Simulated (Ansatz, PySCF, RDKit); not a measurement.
Pair of molecules: HBr (SMILES Br) (first 2 atoms) with CH6Si (SMILES C[SiH3]); geometry from B3LYP-D3(BJ)/def2-TZVP, rigid monomers moved along the line of their centres of mass till H2···H9 is 2.65 Å.
(charge 0, multiplicity 1):
```xyz
10

Br    -1.42925     0.06059    -0.17130
H     -0.30333    -0.16620     0.68133
C     -0.66027     0.46778     4.45057
Si     1.10650    -0.09317     4.18907
H     -0.84343     0.67870     5.50577
H     -1.36578    -0.30026     4.12968
H     -0.87096     1.37415     3.88079
H      2.07207     0.95312     4.59967
H      1.34840    -0.37984     2.74682
H      1.39534    -1.33707     4.94066
```

Counterpoise-corrected where a basis set is named; no monomer relaxation. Rows marked so take none. RDKit's UFF carries no charges.

Rows in STO-3G carry no dispersion term and start afresh at each structure; the Pople sets are all-electron and without relativity.

Codes used: Ansatz (Gaussian basis) for Hartree–Fock, density functionals and correlated methods; PySCF for STO-3G rows, the dispersion terms; RDKit for the force fields. Values without a source in brackets are computed.

Task: One of these levels gives -4.2 meV for the interaction energy. Name it.
A) PBE-D4/def2-TZVPPD
B) UFF
C) HF/STO-3G (no counterpoise)

Result: C, HF/STO-3G (no counterpoise). The others give -31.2 (UFF), -56.0 (PBE-D4/def2-TZVPPD)

Ansatz is a program for electronic structure.
